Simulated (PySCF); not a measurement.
C₂H₂F, multiplicity 2. Atoms are numbered in the order given.

```xyz
5

C      0.1104    -1.2565     0.0000
C     -0.4443    -0.0816     0.0000
F      0.2732     1.0762     0.0000
H      1.0545    -1.7674     0.0000
H     -1.5100     0.1106     0.0000
```
Charge 0, spin multiplicity 2.

The structure is a stationary point at B3LYP-D3(BJ)/def2-TZVP. The isomer is the one that the SMILES or the coordinates give; other isomers of the formula were not compared.

All values below come from TDA-PBE/def2-SVPD (PySCF).

Vertical excitations. The molecule is in vacuum.

Computed UV-visible absorptions:
| state | energy (eV) | λ (nm) | f | main pairs |
|---|---|---|---|---|
| root 1 | 2.39 | 519 | 0.000 | β HOMO→LUMO 99 % |
| root 2 | 4.84 | 256 | 0.000 | α HOMO−1→LUMO 47 %, β HOMO→LUMO+1 51 % |
| root 3 | 5.04 | 246 | 0.001 | β HOMO−1→LUMO 99 % |
| root 4 | 5.46 | 227 | 0.004 | α HOMO→LUMO 99 % |
| root 5 | 7.01 | 177 | 0.030 | α HOMO→LUMO+1 98 % |
| root 6 | 7.06 | 176 | 0.000 | β HOMO−2→LUMO 100 % |
| root 7 | 7.23 | 171 | 0.008 | α HOMO−1→LUMO+1 11 %, β HOMO→LUMO+2 88 % |
| root 8 | 7.24 | 171 | 0.018 | α HOMO→LUMO+2 92 % |
| root 9 | 7.50 | 165 | 0.036 | α HOMO−1→LUMO+1 88 %, β HOMO→LUMO+2 11 % |
| root 10 | 7.62 | 163 | 0.000 | α HOMO−1→LUMO+2 34 %, β HOMO→LUMO+3 65 % |
Unrestricted roots are not spin-pure.
